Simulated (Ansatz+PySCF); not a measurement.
A calculation with Ansatz (development build ahead of 0.2.0).

```yaml
crystal:
  periodic: [false, false, false]
  atoms:
    - { symbol: Mn, position_ang: [0.0, 0.0, 0.0] }
    - { symbol: O, position_ang: [0.0, 0.0, 1.646] }
basis:
  gaussian: { orbitals: def2-SVP }
magnetization:
  spin_polarized: true
  initial_magnetization: 5
hamiltonian:
  xc: { name: wB97X }
scf:
  omitted_lower_state_checks: [stability, starts, atomic_configurations, cluster_reference, orbital_swaps, given_window_search, neighbouring_geometries, increment]
```

The input is written out in the form of the current development build from the run's settings.

Output:

```
Converged                                                          : yes
Total energy                                                       : -1225.92141 hartree
Spin squared of the determinant                                    : 8.842
Occupied orbitals by symmetry in an Abelian subgroup (alpha; beta) : 10 A1 1 A2 4 B1 4 B2; 8 A1 3 B1 3 B2
```

Caution: other spin multiplicities were not run.
